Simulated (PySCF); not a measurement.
Basis and Hamiltonian dependence of the ionisation energy of Pb²⁺

Pb²⁺ [Xe] 4f14 5d10 6s2 (1S) → Pb³⁺ [Xe] 4f14 5d10 6s1 (2S). All values are computed (PySCF 2.14, energy differences of UHF-based or UKS calculations, no spin-orbit coupling). Values in eV.

```tsv
basis	Hamiltonian	functions	UHF	LDA	PBE0	MP2 (valence)	CCSD(T) (valence)	CCSD(T) (valence and next inner shell)
cc-pVDZ-PP with ECP60MDF	ECP	23	29.768	n/a	31.737	30.238	30.446	n/a
cc-pVTZ-PP with ECP60MDF	ECP	39	29.771	32.615	31.754	30.322	n/a	n/a
aug-cc-pwCVDZ-PP with ECP60MDF	ECP	48	29.763	32.600	31.753	30.303	30.502	31.529
aug-cc-pVTZ-PP with ECP60MDF	ECP	55	29.771	32.614	31.754	30.323	30.508	n/a
def2-TZVPPD with the def2 core potential (60 electrons)	ECP	56	29.764	32.617	31.758	30.329	30.518	31.606
aug-cc-pVTZ-PP with one added diffuse shell each of d, f type with ECP60MDF	ECP	67	29.771	32.614	31.754	30.324	30.509	n/a
aug-cc-pVTZ-DK3	spin-free X2C	84	29.778	32.587	31.743	30.334	30.524	n/a
ANO-RCC-VTZP	spin-free X2C	93	29.790	32.590	31.754	30.337	30.508	31.685
aug-cc-pwCVTZ-PP with ECP60MDF	ECP	96	29.764	32.598	31.748	30.355	30.531	n/a
x2c-TZVPPall with one added diffuse shell each of s, p, d, f type	spin-free X2C	99	29.834	32.681	31.824	30.387	30.573	31.671
aug-cc-pVQZ-PP with one added diffuse shell each of s, p, d, f, g type with ECP60MDF	ECP	117	29.766	32.606	31.752	30.359	30.532	n/a
aug-cc-pwCVTZ-DK3	spin-free X2C	125	29.771	32.592	31.746	30.358	30.535	n/a
aug-cc-pwCVTZ-DK3 with one added diffuse shell each of s, d, f type	spin-free X2C	138	29.771	n/a	n/a	30.359	30.535	n/a
x2c-QZVPPall	spin-free X2C	142	29.776	32.596	31.752	30.368	30.541	n/a
```

Frozen in the all-electron rows: valence: [Xe] 4f14 5d10; valence and next inner shell: [Kr] 4d10 4f14; with a core potential, the same shells as far as they lie outside it.

Reference for a calculation without spin-orbit coupling: 31.937 eV (measured, between term centres; NIST).
